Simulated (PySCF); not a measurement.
C₄H₇NSi, SMILES C1=C[SiH2]C=NC1.

Coordinates come from a PBE0-D3(BJ)/def2-SVP optimisation. The structure was generated by enumeration, and PubChem lists no compound with its InChIKey, so it may never have been made. One conformer was computed; it need not be the lowest.

These are CAM-B3LYP/def2-TZVP (PySCF) values and carry that method's errors.

Symmetry labels are those of the subgroup Cs that the program uses (full group Cs).

Problem. List the valence orbital energies around the gap with their symmetry. (Estimate from the structure and the level; the computed values follow.)

Solution. 
| orbital | symmetry | energy (eV) |
|---|---|---|
| HOMO−7 | A' | -14.07 |
| HOMO−6 | A' | -12.72 |
| HOMO−5 | A' | -12.03 |
| HOMO−4 | A" | -11.49 |
| HOMO−3 | A' | -10.69 |
| HOMO−2 | A" | -10.24 |
| HOMO−1 | A" | -8.92 |
| HOMO | A' | -8.06 |
| LUMO | A" | 0.44 |
| LUMO+1 | A" | 0.79 |
| LUMO+2 | A' | 1.64 |
| LUMO+3 | A' | 1.89 |
